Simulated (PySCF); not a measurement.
C₂H₅InO₂, SMILES C=[CH][In]([OH])[OH]. Atoms are numbered in the order given.

```xyz
10

In    -0.0410    -0.2421     0.0000
C     -0.7379     1.7651     0.0000
C      0.0868     2.8170     0.0000
H     -1.8206     1.9367     0.0000
H     -0.2916     3.8472     0.0000
H      1.1782     2.7166     0.0000
O     -1.2383    -1.8355     0.0000
H     -0.7238    -2.6511     0.0000
O      1.8727    -0.8364     0.0000
H      2.4991    -0.1046     0.0000
```
Charge 0, spin multiplicity 1.

Geometry optimised at PBE0-D3(BJ)/def2-SVP. The structure was generated by enumeration; whether it is a known compound was not checked. The def2 effective core potentials stand for the cores of In; spin–orbit coupling is left out. The values are those of a single conformer.

Level of theory: HF/def2-TZVP (PySCF).

Gas-phase values at a fixed geometry.

```
Item                                                                                                           Result
---------------------------------------------------------------------------------------------  ----------------------
total energy                                                                                       -417.67505 hartree
point group                                                                                                        Cs
highest occupied level                                                                                      -10.83 eV
lowest empty level                                                                                            1.40 eV
orbital gap                                                                                                  12.23 eV
dipole moment                                                                                               0.691 e·Å
quadrupole, principal values (traceless, Buckingham form, about the centre of nuclear charge)   -5.97, 2.96, 3.01 D·Å
mean static polarisability                                                                       58.5 bohr³ (8.68 Å³)
polarisability, principal values                                                               39.3, 57.2, 79.2 bohr³
```
